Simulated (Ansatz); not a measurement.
`[NH2][Zn][Br]` + HBr → `[Br][Zn][Br]` + NH₃ at 500 K and 1 bar (ligand exchange at a Zn–N bond).

Computed with Ansatz on PBE0-D4/def2-TZVP structures; ΔE is electronic, products minus reactants. CCSD(T)/CBS adds triple-zeta CCSD(T) − MP2 to the extrapolated MP2 energy (def2 sets, frozen cores). This one scheme is used for every species. For Br, Zn outer-core shells are correlated without core-valence functions, which leaves a few kJ/mol of doubt a bond. Scalar relativity is left out up to krypton. Each species was taken in one conformer, which may not be the lowest.

```
        species  CCSD(T)/CBS energy (Eh)  H − E (kJ/mol)  S (J/(mol·K))
`[NH2][Zn][Br]`              -4407.67573            98.0          346.2
            HBr              -2573.91920            30.5          213.7
 `[Br][Zn][Br]`              -6925.13790            31.8          331.3
            NH₃                -56.50880           108.2          211.8
```

H − E and S are ideal-gas, rigid-rotor, harmonic terms from PBE0-D4/def2-TZVP, for one conformer and one mirror image of each species. 1 Eh = 2625.50 kJ/mol, R = 8.31446 J/(mol·K).

Q: By hand: ΔE, ΔH, ΔS and ΔG.

A: ΔE = (-6925.13790) + (-56.50880) − (-4407.67573) − (-2573.91920) = -0.05177 Eh = -135.9 kJ/mol. Δ(H − E) = 31.8 + 108.2 − 98.0 − 30.5 = 11.5, so ΔH = -124.4 kJ/mol. ΔS = 331.3 + 211.8 − 346.2 − 213.7 = -16.8 J/(mol·K). ΔG = -124.4 − 500 × (-16.8)/1000 = -116.0 kJ/mol.

Q: By hand: the equilibrium constant, and the temperature at which ΔG would vanish if ΔH and ΔS stayed fixed.

A: log₁₀ K = −ΔG/(RT ln 10) = 12.1. ΔG = 0 at ΔH/ΔS = 7405 K, far beyond where these terms or the molecules hold.

ΔH outweighs TΔS. A doubt of 5 kJ/mol in ΔE shifts log₁₀ K by 0.5 here. Other conformers and mirror images would add mixing entropy, several J/(mol·K) or more a flexible species. These are equilibria of isolated gas molecules and say nothing of rates. Largest T1 diagnostic: 0.012 (customary marks: 0.02 for closed shells, 0.045 for open ones).
